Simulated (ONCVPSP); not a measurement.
## La (Z = 57): variants of one ONCV potential

Base potential:

ONCVPSP 4.0.1 input, shortened (lines: element, Z, core and valence counts, functional; n l f; lmax; l rc ep ncon nbas qcut; lloc lpopt rc5 dvloc0; l nproj debl; icmod fcfact rcfact), PBE, scalar-relativistic:

```
  La 57.00    9    4        4      upf
    1    0    2.00
    2    0    2.00
    2    1    6.00
    3    0    2.00
    3    1    6.00
    3    2   10.00
    4    0    2.00
    4    1    6.00
    4    2   10.00
    5    0    2.00
    5    1    6.00
    5    2    1.00
    6    0    1.00
    3
    0    2.15    0.00    3    7    5.60
    1    2.70    0.00    4    7    5.00
    2    4.00    0.00    3    8    3.90
    3    3.95    0.44    3    7    2.50
    4    3    1.35    1.00
    0    3    3.60
    1    3    1.80
    2    1    0.90
    3    2    1.70
    0    0.00    0.00
```

In the f channel the program set the typed energies aside and used -0.374, 1.326 Ha.

All-electron outer shells of the reference configuration (PBE, scalar-relativistic, ld1.x):

```json
{"shell": "5s", "level (eV)": "-44.74", "outermost node (bohr)": "0.77", "outermost maximum (bohr)": "1.41"}
{"shell": "5p", "level (eV)": "-28.20", "outermost node (bohr)": "0.83", "outermost maximum (bohr)": "1.58"}
{"shell": "5d", "level (eV)": "-8.51", "outermost node (bohr)": "0.95", "outermost maximum (bohr)": "2.19"}
{"shell": "6s", "level (eV)": "-8.34", "outermost node (bohr)": "1.85", "outermost maximum (bohr)": "3.60"}
```

Cutoffs, loose and tight: the cutoffs (Ha) at which the residual kinetic energy of the hardest occupied pseudo-wave falls to 1 and 0.1 mHa per electron. They do not see the model core or the augmentation charge, which bear on the density cutoff. Test errors are all-electron minus pseudo excitation energies from the reference, over the configurations 5s2 5p6 5d1 6s2; 5s2 5p6 5d1 6s0; 5s2 5p6 5d0 6s0; 5s2 5p6 5d1 6s0 6p1. A dash means not determined; rows that change the core or the reference have their own tests.

For the base: The cutoffs count occupied waves only; projector 2 of the f channel, the hardest unoccupied one, needs 30 Ha at the loose tolerance.

| change | outcome | cutoff, loose | cutoff, tight | bound ghosts | GHOST(+) flags above zero | largest test error (meV) |
| --- | --- | --- | --- | --- | --- | --- |
| base | generated, projector energies reset by the program | 11 Ha | 13 Ha | none | s, p, f | +60 |
| core [Kr], valence charge 21; reference 4d10 5s2 5p6 5d1 6s1.75 6p0.25; waves now 5s+6s: rc 2.05 bohr, ncon 3, nbas 6, qcut 6.9 1/bohr, 3 projectors, debl 1.3 Ha; 5p+6p: rc 2.70 bohr, ncon 4, nbas 9, qcut 6 1/bohr, 2 projectors; 4d+5d: rc 1.20 bohr, ncon 4, nbas 8, qcut 12.7 1/bohr, 2 projectors; f scattering state at 0.08 Ha: rc 2.95 bohr, ncon 3, nbas 6, qcut 3.3 1/bohr, 1 projector; local potential polynomial inside 0.95 bohr (lpopt 5, dvloc0 1 Ha) | failed: ERROR pspot: first pseudo wave function has node, program will stop | – | – | – | – | – |
| d: nproj 2 | generated, projector energies reset by the program | 11 Ha | 13 Ha | none | s, p, f | +60 |
| local potential polynomial inside 2.00 bohr (lpopt 4, dvloc0 1 Ha) | generated, projector energies reset by the program | 11 Ha | 13 Ha | none | s, f | +60 |
| p: qcut 6.3 | generated, projector energies reset by the program | 11 Ha | 13 Ha | none | s, p, f | +59 |
| p: nbas 9 | generated, projector energies reset by the program | 11 Ha | 13 Ha | none | s, f | +60 |
| s: debl 1.15 | generated, projector energies reset by the program | 11 Ha | 13 Ha | none | s, p, f | +60 |
| all radii scaled by about 0.89 (s 1.90, p 2.40, d 3.56, f 3.50 bohr); local potential polynomial inside 1.20 bohr (lpopt 3, dvloc0 1 Ha) | failed: ERROR pspot: first pseudo wave function has node, program will stop | – | – | – | – | – |
| p: rc 3.32 | generated, projector energies reset by the program | 11 Ha | 13 Ha | none | s, f | +67 |
